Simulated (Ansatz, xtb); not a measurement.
Relative energy of two isomers of C5H5Cl2F

Structure X is `F/C(Cl)=C/C/C=C\Cl`, a singlet and structure Y is `F/C=C/C(=C/Cl)CCl`, a singlet. Both are isolated molecules in the gas phase, relaxed with r2SCAN-D4/def2-SVP; the shapes shown needn't be the lowest conformers.

X (Å):

```xyz
13

C    -2.9103   -1.3167    0.4898
C    -2.5279   -1.3215   -0.7901
C    -1.3231   -2.0185   -1.3493
C    -0.2865   -1.0334   -1.8080
C     0.1047   -0.8078   -3.0674
Cl   -2.1096   -2.1390    1.7836
Cl   -0.5217   -1.6591   -4.4483
F    -3.9832   -0.6599    0.9127
H    -3.1518   -0.7297   -1.4686
H    -1.6228   -2.6529   -2.1996
H    -0.8898   -2.6782   -0.5792
H     0.1838   -0.4099   -1.0376
H     0.8598   -0.0644   -3.3344
```

Y (Å):

```xyz
13

C    -0.6353   -1.3219   -0.7372
C    -0.2038   -1.0339    0.5013
C     1.0089   -0.2865    0.8017
C     1.3746   -0.1509    2.1001
C     1.8019    0.3259   -0.3098
Cl    2.7772    0.6910    2.6479
Cl    2.6761   -0.9281   -1.2910
F    -1.7686   -1.9992   -0.9268
H    -0.1270   -1.0747   -1.6741
H    -0.8074   -1.3968    1.3401
H     0.7848   -0.5783    2.9154
H     1.1495    0.8650   -1.0116
H     2.5677    1.0085    0.0753
```

Quicker runs give these differences E(Y) − E(X): GFN2-xTB −0.084 eV; HF/STO-3G −0.030 eV (at GFN2-xTB geometries); r2SCAN-D4/def2-SVP//GFN2-xTB −0.154 eV.

Problem. Estimate E(Y) − E(X) at the level CCSD(T)/def2-SVP + ΔMP2/def2-TZVPP.

Solution. Calculated at CCSD(T)/def2-SVP + ΔMP2/def2-TZVPP: E(Y) − E(X) = −0.169 eV, so structure Y lies lower.

Level by level:

```json
{"level": "GFN2-xTB", "geometry": "GFN2-xTB", "E(Y) − E(X) (eV)": "−0.084", "departure from the last row (eV)": "+0.085", "job, with rough time for the two": "optimisation, 0.18 s"}
{"level": "HF/STO-3G", "geometry": "GFN2-xTB", "E(Y) − E(X) (eV)": "−0.030", "departure from the last row (eV)": "+0.139", "job, with rough time for the two": "single point, 0.46 s"}
{"level": "r2SCAN-D4/def2-SVP//GFN2-xTB", "geometry": "GFN2-xTB", "E(Y) − E(X) (eV)": "−0.154", "departure from the last row (eV)": "+0.015", "job, with rough time for the two": "single point, 4 s"}
{"level": "r2SCAN-D4/def2-SVP", "geometry": "r2SCAN-D4/def2-SVP", "E(Y) − E(X) (eV)": "−0.146", "departure from the last row (eV)": "+0.023", "job, with rough time for the two": "optimisation, 34 s"}
{"level": "HF/def2-SVP", "geometry": "r2SCAN-D4/def2-SVP", "E(Y) − E(X) (eV)": "−0.135", "departure from the last row (eV)": "+0.034", "job, with rough time for the two": "part of the CCSD(T) run"}
{"level": "MP2/def2-SVP", "geometry": "r2SCAN-D4/def2-SVP", "E(Y) − E(X) (eV)": "−0.121", "departure from the last row (eV)": "+0.048", "job, with rough time for the two": "part of the CCSD(T) run"}
{"level": "CCSD(T)/def2-SVP", "geometry": "r2SCAN-D4/def2-SVP", "E(Y) − E(X) (eV)": "−0.118", "departure from the last row (eV)": "+0.051", "job, with rough time for the two": "single point"}
{"level": "CCSD(T)/def2-SVP + ΔMP2/def2-TZVPP", "geometry": "r2SCAN-D4/def2-SVP", "E(Y) − E(X) (eV)": "−0.169", "departure from the last row (eV)": "", "job, with rough time for the two": "single point, 91 s"}
```

As drawn, both hold the same kinds of bond in the same numbers.

None of the levels shown reverses the order. The largest departure from CCSD(T)/def2-SVP + ΔMP2/def2-TZVPP is that of HF/STO-3G, 0.139 eV. The last row adds to CCSD(T) the change of the MP2 difference between the two basis sets, here −0.051 eV.

With thermal terms from frequencies at re-optimised GFN2-xTB minima (ideal gas, soft modes damped towards free rotors, one conformer each, 298.15 K, 1 atm): the zero-point term adds 0.000 eV; ΔH is −0.170 and ΔG −0.162 eV.

The correlated steps freeze 16 core orbitals. Run with Ansatz 0.2.0, xtb 6.7.1; the last row on 4 threads of Arm Neoverse V1 on a shared host.
